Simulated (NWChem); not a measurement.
# THF (C4H8O); SMILES C1CCOC1

Computed with NWChem. Pople sets run with spherical d functions. Each level has its own optimisation; frequencies are unscaled. Brackets give each atom's bonded neighbours. One conformer.

| level | r C–C [C(CCHH)–C(CCHH)] (Å) | r C–C [C(CCHH)–C(CHHO)] (Å) | r C–O (Å) | highest harmonic frequency (cm⁻¹) | lowest (cm⁻¹) | zero-point energy (kcal/mol) | dipole (D) |
|---|---|---|---|---|---|---|---|
| Hartree-Fock/3-21G | 1.544 | 1.542 | 1.452 | 3299 | 85 | 78.7 | 2.28 |
| Hartree-Fock/6-31G* | 1.529 | 1.528 | 1.409 | 3282 | 75 | 79.0 | 1.93 |
| B3LYP/6-31G* | 1.536 | 1.534 | 1.431 | 3123 | 42 | 73.6 | 1.78 |
| LDA (Slater exchange, VWN5)/def2-SVP | 1.517 | 1.517 | 1.407 | 3058 | 81 | 70.8 | 1.68 |
| PBE/def2-SVP | 1.535 | 1.534 | 1.429 | 3059 | 62 | 70.9 | 1.68 |
| BLYP/def2-SVP | 1.546 | 1.544 | 1.441 | 3029 | 56 | 70.6 | 1.68 |
| PBE0/def2-SVP | 1.525 | 1.525 | 1.412 | 3152 | 62 | 73.5 | 1.76 |
